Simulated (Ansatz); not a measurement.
Relaxation of Ga₅As₄ with UKS r2SCAN-D4/def2-SVP.

```sh
$ ansatz run in.yaml --threads 6 --pin off --events-out ev --progress --plain --max-ram 7833MiB
```

```yaml
crystal:
  periodic: [false, false, false]
  atoms:
    - {symbol: Ga, position_ang: [-0.417261, -2.319496, 0.084635]}
    - {symbol: Ga, position_ang: [-0.626715, 1.636053, -1.139550]}
    - {symbol: Ga, position_ang: [1.309254, -1.311073, 1.975076]}
    - {symbol: Ga, position_ang: [0.968423, 2.930584, 0.432290]}
    - {symbol: Ga, position_ang: [-2.095596, -0.508435, 0.634352]}
    - {symbol: As, position_ang: [1.753227, 0.472860, 0.017967]}
    - {symbol: As, position_ang: [0.798049, -1.150290, -1.749347]}
    - {symbol: As, position_ang: [-0.152954, 0.830853, 1.659713]}
    - {symbol: As, position_ang: [-1.536428, -0.581056, -1.915138]}
basis:
  gaussian: {orbitals: def2-SVP}
magnetization: {spin_polarized: true, initial_magnetization: 3}
hamiltonian: {xc: r2scan, dispersion: d4}
scf: {lower_state_search: "off"}
output: {orbitals: {seedname: orbitals}}
relax: {f_tol: 0.03, max_steps: 70}
```

It took 11 min on 6 threads of Intel Xeon on a shared host, peak host memory 1.1 GiB.

Positions (Å) and forces (eV/Å) at steps 1, 2, 3, 4, 5, 6, 7, 8, 9, 10, 11, 12, 13, 14, 16 of 16:

```xyz
9
step=1 energy=-505195.9805 eV
Ga   -0.417   -2.319    0.085    0.193   -1.431   -0.102
Ga   -0.627    1.636   -1.140    0.032   -0.264    0.017
Ga    1.309   -1.311    1.975   -0.290   -0.089   -0.132
Ga    0.968    2.931    0.432   -0.067    0.901    0.295
Ga   -2.096   -0.508    0.634    0.246    0.558    0.108
As    1.753    0.473    0.018   -0.452   -0.455   -0.088
As    0.798   -1.150   -1.749    0.157    0.323    0.264
As   -0.153    0.831    1.660    0.380    0.431   -0.194
As   -1.536   -0.581   -1.915   -0.199    0.027   -0.168
9
step=2 energy=-505196.4003 eV
Ga   -0.421   -2.511    0.053    0.054   -0.617   -0.059
Ga   -0.607    1.614   -1.121    0.088   -0.212    0.004
Ga    1.233   -1.330    1.940   -0.372   -0.039   -0.091
Ga    0.957    3.046    0.458   -0.050    0.457    0.086
Ga   -1.992   -0.476    0.636    0.253    0.214    0.122
As    1.703    0.470    0.011    0.070   -0.145   -0.258
As    0.784   -1.148   -1.707    0.028    0.199    0.077
As   -0.105    0.919    1.662   -0.047    0.112    0.039
As   -1.553   -0.583   -1.931   -0.024    0.031    0.080
9
step=3 energy=-505196.5704 eV
Ga   -0.430   -2.697   -0.007    0.068    0.077   -0.042
Ga   -0.553    1.572   -1.100   -0.009    0.005    0.020
Ga    1.059   -1.348    1.871   -0.143   -0.014    0.039
Ga    0.939    3.176    0.466   -0.068    0.025   -0.067
Ga   -1.877   -0.478    0.690    0.042   -0.005   -0.015
As    1.709    0.492   -0.020    0.346    0.003   -0.045
As    0.784   -1.130   -1.672   -0.009   -0.096   -0.097
As   -0.073    1.005    1.660   -0.124   -0.018    0.132
As   -1.558   -0.593   -1.887   -0.103    0.023    0.075
9
step=4 energy=-505196.5895 eV
Ga   -0.417   -2.700   -0.029    0.046    0.077   -0.040
Ga   -0.551    1.563   -1.090   -0.002    0.006    0.039
Ga    1.008   -1.354    1.881   -0.068    0.031   -0.004
Ga    0.924    3.191    0.449   -0.038   -0.029   -0.050
Ga   -1.854   -0.479    0.700    0.006   -0.017   -0.016
As    1.740    0.487   -0.020    0.130   -0.024    0.021
As    0.783   -1.127   -1.685   -0.003   -0.042   -0.025
As   -0.065    1.014    1.668   -0.029   -0.018    0.014
As   -1.569   -0.594   -1.874   -0.043    0.015    0.061
9
step=5 energy=-505196.5799 eV rejected
Ga   -0.403   -2.658   -0.118    0.111    0.069   -0.140
Ga   -0.568    1.483   -1.016   -0.043    0.473   -0.106
Ga    0.900   -1.339    1.880    0.012    0.060   -0.105
Ga    0.933    3.176    0.375    0.042    0.002   -0.077
Ga   -1.837   -0.478    0.739   -0.006   -0.134    0.055
As    1.798    0.456    0.028    0.041   -0.041    0.122
As    0.825   -1.053   -1.736   -0.115   -0.255    0.193
As   -0.062    1.053    1.657    0.022   -0.020    0.186
As   -1.586   -0.638   -1.809   -0.064   -0.154   -0.127
9
step=6 energy=-505196.6026 eV
Ga   -0.403   -2.681   -0.070    0.056    0.029   -0.059
Ga   -0.563    1.552   -1.064   -0.036    0.078    0.021
Ga    0.956   -1.345    1.876   -0.028    0.051   -0.079
Ga    0.926    3.184    0.412    0.034   -0.016   -0.023
Ga   -1.844   -0.490    0.718    0.007    0.000    0.005
As    1.774    0.471    0.004    0.027   -0.050    0.062
As    0.797   -1.113   -1.698   -0.004   -0.036    0.058
As   -0.065    1.027    1.667   -0.017    0.008    0.011
As   -1.577   -0.605   -1.844   -0.039   -0.062    0.004
9
step=7 energy=-505196.6386 eV
Ga   -0.380   -2.658   -0.146    0.006    0.009   -0.030
Ga   -0.597    1.538   -1.016   -0.058    0.258   -0.055
Ga    0.869   -1.319    1.839   -0.021    0.090   -0.284
Ga    0.951    3.166    0.349    0.110   -0.109   -0.056
Ga   -1.827   -0.507    0.748   -0.038   -0.074    0.053
As    1.824    0.446    0.056   -0.051    0.022    0.198
As    0.823   -1.086   -1.704    0.026   -0.035    0.066
As   -0.075    1.059    1.666    0.034    0.039    0.107
As   -1.589   -0.639   -1.791   -0.007   -0.200    0.002
9
step=8 energy=-505196.6759 eV
Ga   -0.372   -2.635   -0.249   -0.082   -0.132    0.204
Ga   -0.649    1.531   -0.966   -0.013    0.215   -0.194
Ga    0.757   -1.287    1.752    0.141   -0.135   -0.140
Ga    1.000    3.124    0.255    0.115   -0.161   -0.049
Ga   -1.815   -0.539    0.803   -0.056   -0.145    0.071
As    1.889    0.440    0.138   -0.338    0.185    0.174
As    0.874   -1.041   -1.700   -0.081    0.129    0.018
As   -0.092    1.103    1.675    0.205    0.126    0.177
As   -1.592   -0.696   -1.708    0.110   -0.082   -0.261
9
step=9 energy=-505196.7275 eV
Ga   -0.403   -2.642   -0.241    0.021   -0.095    0.095
Ga   -0.639    1.539   -1.006   -0.091    0.148   -0.039
Ga    0.768   -1.295    1.703    0.127   -0.064   -0.086
Ga    1.043    3.080    0.237   -0.019   -0.059   -0.014
Ga   -1.813   -0.565    0.820   -0.090   -0.023    0.049
As    1.840    0.503    0.160    0.088    0.032    0.132
As    0.877   -1.014   -1.680   -0.125   -0.063    0.047
As   -0.098    1.111    1.716    0.041    0.090    0.031
As   -1.576   -0.717   -1.709    0.048    0.035   -0.215
9
step=10 energy=-505196.7537 eV
Ga   -0.449   -2.666   -0.205    0.002   -0.001    0.023
Ga   -0.663    1.565   -1.029   -0.033    0.062    0.058
Ga    0.815   -1.318    1.659    0.036    0.049   -0.150
Ga    1.028    3.064    0.237   -0.040   -0.036    0.001
Ga   -1.833   -0.562    0.811   -0.013   -0.012    0.043
As    1.868    0.547    0.174    0.030   -0.055    0.027
As    0.872   -1.020   -1.625   -0.028   -0.143   -0.013
As   -0.082    1.096    1.718   -0.054    0.100    0.057
As   -1.556   -0.706   -1.741    0.101    0.036   -0.046
9
step=11 energy=-505196.7805 eV
Ga   -0.528   -2.700   -0.167   -0.061    0.058    0.053
Ga   -0.702    1.600   -1.019    0.073   -0.034    0.111
Ga    0.856   -1.323    1.555   -0.039    0.079   -0.089
Ga    1.007    3.051    0.246   -0.077    0.020   -0.016
Ga   -1.852   -0.554    0.810    0.077   -0.051    0.025
As    1.887    0.604    0.173    0.051   -0.059   -0.083
As    0.897   -1.082   -1.570   -0.092   -0.004    0.058
As   -0.071    1.102    1.739   -0.065   -0.036   -0.012
As   -1.494   -0.697   -1.768    0.132    0.027   -0.049
9
step=12 energy=-505196.7976 eV
Ga   -0.680   -2.764   -0.092   -0.140    0.138    0.070
Ga   -0.702    1.615   -0.983    0.139   -0.086    0.084
Ga    0.926   -1.318    1.370   -0.139    0.095    0.122
Ga    0.954    3.067    0.288   -0.171    0.094   -0.072
Ga   -1.872   -0.552    0.802    0.134   -0.062   -0.010
As    1.923    0.709    0.143    0.021   -0.136   -0.096
As    0.912   -1.178   -1.452   -0.023    0.150   -0.157
As   -0.056    1.102    1.751    0.029   -0.178    0.010
As   -1.405   -0.681   -1.826    0.149   -0.015    0.049
9
step=13 energy=-505196.8185 eV
Ga   -0.676   -2.736   -0.116   -0.079    0.052    0.067
Ga   -0.684    1.577   -0.974    0.078   -0.029    0.026
Ga    0.892   -1.311    1.402   -0.046    0.017    0.043
Ga    0.934    3.071    0.273   -0.081    0.058   -0.029
Ga   -1.840   -0.540    0.800   -0.017   -0.065    0.051
As    1.920    0.689    0.146    0.027   -0.023   -0.100
As    0.914   -1.150   -1.478    0.024    0.037   -0.042
As   -0.040    1.098    1.770   -0.005   -0.112   -0.022
As   -1.420   -0.698   -1.822    0.098    0.065    0.006
9
step=14 energy=-505196.8309 eV
Ga   -0.730   -2.720   -0.099   -0.013   -0.011    0.010
Ga   -0.652    1.560   -0.970    0.000   -0.017    0.002
Ga    0.895   -1.311    1.382    0.010   -0.011    0.019
Ga    0.889    3.092    0.284   -0.001    0.029    0.021
Ga   -1.854   -0.540    0.818    0.021   -0.010   -0.015
As    1.925    0.705    0.114    0.000    0.022   -0.007
As    0.936   -1.163   -1.472   -0.039   -0.010    0.027
As   -0.023    1.070    1.770    0.031    0.011    0.011
As   -1.386   -0.694   -1.825   -0.009   -0.004   -0.068
9
step=16 energy=-505196.8327 eV
Ga   -0.755   -2.724   -0.090   -0.001   -0.001   -0.003
Ga   -0.639    1.550   -0.971   -0.006   -0.007   -0.006
Ga    0.903   -1.315    1.372   -0.003    0.008   -0.007
Ga    0.866    3.106    0.296    0.006   -0.010    0.010
Ga   -1.846   -0.533    0.810   -0.018    0.004    0.006
As    1.927    0.720    0.106    0.002    0.006   -0.007
As    0.932   -1.174   -1.457    0.015   -0.010   -0.018
As   -0.006    1.064    1.775    0.000    0.016    0.022
As   -1.382   -0.695   -1.840    0.003   -0.007    0.004
```

At r2SCAN-D4/def2-SVP a doublet of charge 0 lies 0.84 eV below the quartet, each at its own geometry. The structure comes from a short search, and lower isomers may exist.
